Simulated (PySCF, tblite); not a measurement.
Isomers of C10H14. Level: GFN2-xTB in tblite, geometry and Hessian alike; calculated harmonic values, unscaled, isolated species. Against measured fundamentals such values can be off by several per cent, at times by over 20. One conformer each.

Electronic energies: PBE0/pcSseg-1 single points on the GFN2-xTB geometries (PySCF, gas phase).

| SMILES | electronic energy, lowest = 0 (kJ/mol) |
| --- | --- |
| C=C1C[C@]1(C#CC)CCC | 108.3 |
| C=C[C@@H]1[C@@H]2C[C@H]1[C@@H](C=C)C2 | 0.0 |
| C=C(C)/C(C)=C(\C)C#CC | 26.3 |

Question: How do GFN2-xTB zero-point energies change the relative energies?

Answer: 
```json
{"SMILES": "C=C[C@@H]1[C@@H]2C[C@H]1[C@@H](C=C)C2", "ZPE (kJ/mol)": "549.2", "of it from modes above 1550 cm⁻¹": "274.5", "electronic (kJ/mol)": "0.0", "with ZPE, lowest = 0 (kJ/mol)": "0.0", "lowest mode (cm⁻¹)": "49", "rings": "3"}
{"SMILES": "C=C(C)/C(C)=C(\\C)C#CC", "ZPE (kJ/mol)": "532.5", "of it from modes above 1550 cm⁻¹": "287.8", "electronic (kJ/mol)": "26.3", "with ZPE, lowest = 0 (kJ/mol)": "9.6", "lowest mode (cm⁻¹)": "9", "rings": "0"}
{"SMILES": "C=C1C[C@]1(C#CC)CCC", "ZPE (kJ/mol)": "536.4", "of it from modes above 1550 cm⁻¹": "278.6", "electronic (kJ/mol)": "108.3", "with ZPE, lowest = 0 (kJ/mol)": "95.5", "lowest mode (cm⁻¹)": "18i", "rings": "1"}
```

The zero-point energies span 16.7 kJ/mol, from `C=C(C)/C(C)=C(\C)C#CC` to `C=C[C@@H]1[C@@H]2C[C@H]1[C@@H](C=C)C2`. Slightly imaginary modes are left out of the zero-point energy: `C=C1C[C@]1(C#CC)CCC` 17.9i cm⁻¹. The order is unchanged.

Question: And how do the electronic energies of GFN2-xTB itself compare?

Answer: `C=C[C@@H]1[C@@H]2C[C@H]1[C@@H](C=C)C2` 0.0; `C=C(C)/C(C)=C(\C)C#CC` 54.4; `C=C1C[C@]1(C#CC)CCC` 102.0 kJ/mol, lowest = 0. Against the energies above, taken from the same isomer `C=C[C@@H]1[C@@H]2C[C@H]1[C@@H](C=C)C2`, the largest difference is 28.1 kJ/mol.
